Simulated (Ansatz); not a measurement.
`NB(Cl)Cl` at its PBE0-D4/def2-TZVP geometry, where that method's forces vanish. The species carries charge 0 and has multiplicity 1.

```xyz
6

N     0.1071    0.5175   -0.6122
B    -0.0762   -0.3680    0.4354
Cl   -1.3112   -1.6195    0.3343
Cl    0.9238   -0.2528    1.8805
H     0.8023    1.2430   -0.5873
H    -0.4458    0.4798   -1.4507
```

Task: What forces (eV/Å) does r2SCAN-D4/def2-TZVPP give on these atoms in the Gaussian-basis code of Ansatz? (Estimate.)

Result: The calculation gave: 
```
N1   0.017  0.084 -0.099
B2  -0.009 -0.045  0.053
Cl3 -0.079 -0.075 -0.014
Cl4  0.066  0.014  0.086
H5   0.004  0.012 -0.012
H6   0.001  0.010 -0.014
```
